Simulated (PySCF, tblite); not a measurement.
Isomers of CH10OSSi4, one GFN2-xTB conformer each. Single-point energies are computed at PBE0/pcSseg-1 (PySCF, gas phase, no added dispersion term), electronic only.

Question: Rank them by PBE0/pcSseg-1 energy, lowest first (kcal/mol).
A. `[SiH3:1][O:2][SiH2:3][Si@@H:4]1[CH2:5][SiH2:6][S:7]1` with Si1–O2–Si3–Si4 -173°, O2–Si3–Si4–C5 -88°
B. `[CH3:1][Si@@H:2]1[S:3][SiH2:4][Si@H:5]1[O:6][SiH3:7]` with Si4–Si5–O6–Si7 54°, C1–Si2–S3–Si4 -127°, Si2–S3–Si4–Si5 7°, S3–Si4–Si5–O6 -123°, C1–Si2–Si5–Si4 118°

Answer: B (0.0), A (4.3).

GFN2-xTB itself gives, in the same order: 8.6, 0.0. GFN2-xTB puts [SiH3]O[SiH2][Si@@H]1C[SiH2]S1 lowest instead.

Question: Which frontier levels, dipoles and rotational constants go with these structures?

Answer: 
```tsv
SMILES	HOMO (eV, PBE0/pcSseg-1)	LUMO (eV)	dipole (D)	A, B, C (MHz)
C[Si@@H]1S[SiH2][Si@H]1O[SiH3]	-7.00	-1.36	2.69	1453, 646.4, 516.9
[SiH3]O[SiH2][Si@@H]1C[SiH2]S1	-6.91	-1.18	2.79	2837, 415.1, 386.7
```

Question: What happens when harmonic zero-point energies from GFN2-xTB frequencies are added?

Answer: 
```json
{"SMILES": "C[Si@@H]1S[SiH2][Si@H]1O[SiH3]", "ZPE (kcal/mol)": "62.9", "electronic (kcal/mol)": "0.0", "with ZPE (kcal/mol)": "0.0"}
{"SMILES": "[SiH3]O[SiH2][Si@@H]1C[SiH2]S1", "ZPE (kcal/mol)": "61.8", "electronic (kcal/mol)": "4.3", "with ZPE (kcal/mol)": "3.2"}
```

The zero-point energies span 1.1 kcal/mol. The order is unchanged.

Question: As an exercise, what shares would exp(−E/RT) give at 1000 K from these electronic energies alone (no entropy, no degeneracies)?

Answer: RT = 1.987 kcal/mol: C[Si@@H]1S[SiH2][Si@H]1O[SiH3] 89.8 %, [SiH3]O[SiH2][Si@@H]1C[SiH2]S1 10.2 %.
